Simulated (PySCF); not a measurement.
Compound: perfluoropropane, C₃F₈.
Atom-mapped SMILES: `[F:1][C:2]([F:3])([F:4])[C:5]([F:6])([F:7])[C:8]([F:9])([F:10])[F:11]`

Structure used (PBE0-D3(BJ)/def2-TZVP), in Å, numbered top down from 1:
```xyz
11
C3F8 angstrom
F      1.1747    1.1478   -1.1843
C      1.2953    0.2621   -0.2056
F      1.5567    0.9007    0.9258
F      2.3069   -0.5482   -0.4837
C      0.0022   -0.5851   -0.0725
F      0.1950   -1.4850    0.8979
F     -0.1941   -1.2220   -1.2322
C     -1.2877    0.2096    0.2614
F     -1.5438    1.1038   -0.6829
F     -2.3030   -0.6394    0.3341
F     -1.1660    0.8318    1.4253
```

Computed with PySCF at wB97X-D/pcSseg-2, non-relativistic, on one gas-phase PBE0-D3(BJ)/def2-TZVP geometry that isn't relaxed in the solvent. The solvent is an IEF-PCM continuum (Bondi radii, 1.10 Å for H, scaled by 1.2). The model holds no explicit solvent molecules, cavitation or dispersion.

Gas phase at wB97X-D/pcSseg-2: HOMO -12.83 eV, LUMO 3.01 eV, dipole 0.15 D.

Q: What does the continuum do to the energy, the frontier levels and the dipole at wB97X-D/pcSseg-2 in chloroform?

A: 
| solvent | ε | E(solvent) − E(gas) (kcal/mol) | polarisation term (kcal/mol) | distortion of the solute (kcal/mol) | HOMO (eV) | LUMO (eV) | dipole (D) |
| --- | --- | --- | --- | --- | --- | --- | --- |
| chloroform | 4.711 | -0.63 | -0.64 | 0.01 | -12.72 | 3.12 | 0.17 |

The first energy column is the sum of the next two and covers electrostatics alone.

Time: 2.8 min wall, 5.7 min CPU; peak memory 2.8 GiB. Hardware: an AMD EPYC with 2 threads, shared host with 64 logical CPUs at a one-minute load of 65. This is the whole shielding run at wB97X-D/pcSseg-2 in chloroform, SCF included.

wB97X-D is run here without its empirical dispersion term; that term would change no orbital, density or response property at a fixed geometry.
